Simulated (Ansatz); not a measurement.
`c1ccc(-c2ccc(-c3ccc(-c4ccc(-c5ccc(-c6ccc(-c7ccc(-c8ccccc8)cc7)cc6)cc5)cc4)cc3)cc2)cc1` with charge -1. Charge -1, multiplicity 2. Geometry PBE-D4/def2-SVP, that of the neutral singlet; atoms count from 1.

Cartesian coordinates in Å:
```
C -0.496 7.481 -14.834
C 0.731 7.271 -14.184
C 0.769 6.640 -12.934
C -0.418 6.204 -12.301
C -0.378 5.537 -10.977
C -1.405 5.730 -10.026
C -1.366 5.103 -8.778
C -0.298 4.248 -8.419
C -0.257 3.582 -7.097
C -0.772 4.212 -5.941
C -0.730 3.584 -4.693
C -0.175 2.293 -4.538
C -0.132 1.628 -3.216
C -0.265 0.225 -3.095
C -0.225 -0.402 -1.847
C -0.044 0.340 -0.657
C 0.004 -0.326 0.665
C -0.770 -1.479 0.935
C -0.725 -2.107 2.182
C 0.098 -1.617 3.222
C 0.148 -2.284 4.543
C 1.338 -2.315 5.306
C 1.386 -2.946 6.552
C 0.246 -3.578 7.099
C 0.297 -4.247 8.419
C -0.496 -5.385 8.698
C -0.448 -6.016 9.944
C 0.397 -5.543 10.974
C 0.449 -6.214 12.296
C -0.707 -6.802 12.859
C -0.658 -7.436 14.108
C 0.549 -7.498 14.824
C 1.706 -6.918 14.277
C 1.656 -6.284 13.029
C 1.190 -4.407 10.696
C 1.141 -3.774 9.451
C -0.944 -3.547 6.337
C -0.992 -2.917 5.090
C 0.872 -0.465 2.952
C 0.825 0.165 1.705
C 0.091 1.742 -0.778
C 0.046 2.370 -2.026
C 0.337 1.662 -5.695
C 0.299 2.291 -6.942
C 0.728 4.053 -9.372
C 0.690 4.683 -10.619
C -1.646 6.423 -12.969
C -1.684 7.053 -14.219
H -0.527 7.976 -15.816
H 1.668 7.610 -14.652
H 1.734 6.507 -12.422
H -2.244 6.402 -10.264
H -2.192 5.264 -8.069
H -1.196 5.224 -6.020
H -1.154 4.100 -3.818
H -0.423 -0.383 -3.998
H -0.316 -1.498 -1.793
H -1.434 -1.879 0.155
H -1.329 -3.011 2.351
H 2.256 -1.866 4.896
H 2.341 -2.983 7.098
H -1.137 -5.805 7.908
H -1.051 -6.921 10.112
H -1.665 -6.736 12.321
H -1.573 -7.879 14.531
H 0.588 -7.996 15.804
H 2.660 -6.969 14.825
H 2.576 -5.859 12.598
H 1.831 -3.988 11.487
H 1.744 -2.869 9.285
H -1.862 -3.994 6.747
H -1.946 -2.881 4.543
H 1.511 -0.045 3.743
H 1.454 1.050 1.526
H 0.216 2.354 0.128
H 0.171 3.462 -2.082
H 0.792 0.664 -5.610
H 0.693 1.762 -7.823
H 1.584 3.408 -9.121
H 1.499 4.495 -11.341
H -2.581 6.068 -12.510
H -2.652 7.204 -14.724
```

Single mean-field runs in def2-SVP are fitted with def2-universal-jkfit.

Question: Estimate the Mulliken populations of the heavy atoms from the PBE0/def2-SVP orbitals of Ansatz.

Answer: 
```tsv
atom	charge (e)	spin (α − β)
C1	-0.04	0.05
C2	-0.03	-0.02
C3	-0.04	0.03
C4	0.02	0.00
C5	0.01	0.07
C6	-0.04	-0.01
C7	-0.04	0.02
C8	0.03	0.03
C9	0.02	0.06
C10	-0.05	0.00
C11	-0.05	0.02
C12	0.02	0.05
C13	0.02	0.06
C14	-0.05	0.01
C15	-0.05	0.01
C16	0.02	0.05
C17	0.02	0.06
C18	-0.05	0.01
C19	-0.05	0.01
C20	0.02	0.06
C21	0.02	0.05
C22	-0.05	0.02
C23	-0.05	0.01
C24	0.02	0.07
C25	0.03	0.03
C26	-0.05	0.03
C27	-0.04	-0.01
C28	0.01	0.07
C29	0.02	0.00
C30	-0.04	0.03
C31	-0.03	-0.02
C32	-0.04	0.05
C33	-0.03	-0.02
C34	-0.04	0.03
C35	-0.04	-0.01
C36	-0.05	0.03
C37	-0.05	0.01
C38	-0.05	0.02
C39	-0.05	0.01
C40	-0.05	0.01
C41	-0.05	0.01
C42	-0.05	0.01
C43	-0.05	0.02
C44	-0.05	0.00
C45	-0.04	0.02
C46	-0.04	-0.01
C47	-0.04	0.03
C48	-0.03	-0.02
```
Mulliken values depend strongly on the basis.

Question: Where does the spin sit?

Answer: Summed by element: C 1.03, H -0.03, of 1 unpaired in all. Largest on single atoms: C28 0.07, C5 0.07, C24 0.07.

Question: And the Mayer bond orders between heavy atoms (over 0.3, the first 40 of 55)?

Answer: C1–C2 1.38 (1.40 Å); C1–C48 1.38 (1.40 Å); C2–C3 1.41 (1.40 Å); C3–C4 1.36 (1.41 Å); C4–C5 1.03 (1.48 Å); C4–C47 1.36 (1.41 Å); C5–C6 1.34 (1.41 Å); C5–C46 1.34 (1.41 Å); C6–C7 1.43 (1.40 Å); C7–C8 1.33 (1.41 Å); C8–C9 1.05 (1.48 Å); C8–C45 1.33 (1.41 Å); C9–C10 1.33 (1.41 Å); C9–C44 1.33 (1.41 Å); C10–C11 1.43 (1.40 Å); C11–C12 1.33 (1.41 Å); C12–C13 1.06 (1.48 Å); C12–C43 1.33 (1.41 Å); C13–C14 1.33 (1.41 Å); C13–C42 1.33 (1.41 Å); C14–C15 1.43 (1.40 Å); C15–C16 1.33 (1.41 Å); C16–C17 1.06 (1.48 Å); C16–C41 1.33 (1.41 Å); C17–C18 1.33 (1.41 Å); C17–C40 1.33 (1.41 Å); C18–C19 1.43 (1.40 Å); C19–C20 1.33 (1.41 Å); C20–C21 1.06 (1.48 Å); C20–C39 1.33 (1.41 Å); C21–C22 1.32 (1.41 Å); C21–C38 1.32 (1.41 Å); C22–C23 1.44 (1.40 Å); C23–C24 1.32 (1.41 Å); C24–C25 1.06 (1.48 Å); C24–C37 1.32 (1.41 Å); C25–C26 1.33 (1.41 Å); C25–C36 1.33 (1.41 Å); C26–C27 1.43 (1.40 Å); C27–C28 1.34 (1.41 Å).
